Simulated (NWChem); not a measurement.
Species: C2H6BClO; SMILES O(C)B(Cl)C

```xyz
11

B     -0.1990     0.0703     0.0036
Cl     0.4324     1.7356    -0.0008
C     -1.7555    -0.1330     0.0009
H     -2.0925    -1.1789     0.0282
H     -2.1808     0.3408    -0.8991
H     -2.2003     0.3987     0.8574
O      0.7464    -0.8821     0.0050
C      0.5333    -2.2687    -0.0029
H      0.7844    -2.6763    -0.9949
H      1.2016    -2.7319     0.7379
H     -0.5056    -2.5415     0.2387
```
Atoms are numbered in this order, from 1.

Computed with NWChem. Coordinates come from a PBE0/def2-SVP optimisation. Vertical excitations in the gas phase; the lowest state need not have the same character in each row.

Task: Order these by “lowest excitation, singlet (eV)”, lowest first: PBE/def2-SVP, TDA; B3LYP/def2-SVP, TDA; Hartree-Fock/def2-SVP, CIS.

Result: PBE/def2-SVP, TDA (6.42), B3LYP/def2-SVP, TDA (6.96), Hartree-Fock/def2-SVP, CIS (8.88)
